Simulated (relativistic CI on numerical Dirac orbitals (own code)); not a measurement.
## Judd-Ofelt analysis for Er⁴⁺

These numbers are calculated, not measured: Dirac-Coulomb-Breit CI, separate exchange-only KLI orbitals for each configuration, model QED (radiative potential, 1s self-energy scaled to tabulated hydrogen-like ionisation energies), valence Slater integrals scaled by 0.7 (own radial code, finite nucleus).

Configuration 4f10 alone, in intermediate coupling. Take Ω₂ = 3.53, Ω₄ = 0.52, Ω₆ = 3.28 (10⁻²⁰ cm²) and refractive index n = 2.05 as given. A_ED = 64π⁴e²ν³ n(n² + 2)²/[27h(2J + 1)] Σ Ω_λ |U^λ|², in Gaussian units with ν in cm⁻¹, and A_MD is n³ times the free-ion magnetic-dipole rate; a dash marks a rate that is forbidden or under 2 % of the level's free-ion decay.

Emitting level 5I_5 at 12585 cm⁻¹ (radiative decay alone: multiphonon quenching in a host is left out, and the level can lie too high or too low):

```
  To  ν (cm⁻¹)  U² squared  U⁴ squared  U⁶ squared  Free-ion A(M1) (s⁻¹)
5I_8     12585      0.0000      0.0305      0.0404                     -
5I_7      6404      0.0007      0.0037      1.0006                     -
5I_6      2520      0.0661      0.2433      0.3519                  1.13
```

Give the rates, branching ratios and the radiative lifetime.

The rates are:

```
  To  λ (nm)  A_ED (s⁻¹)  A_MD (s⁻¹)  β (%)
5I_8     795         171           0   24.7
5I_7    1562         498           0   71.9
5I_6    3968          14        9.77    3.4
```

τ_rad = 1.45e-03 s. Computed level positions enter as ν³, so measured ones would change the rates. For the strongest line (1562 nm) and an assumed effective width Δλ = 73 nm (300 cm⁻¹), the Füchtbauer-Ladenburg formula σ = λ⁴A/(8πcn²Δλ) gives a peak emission cross-section of 1.3 × 10⁻²⁰ cm².
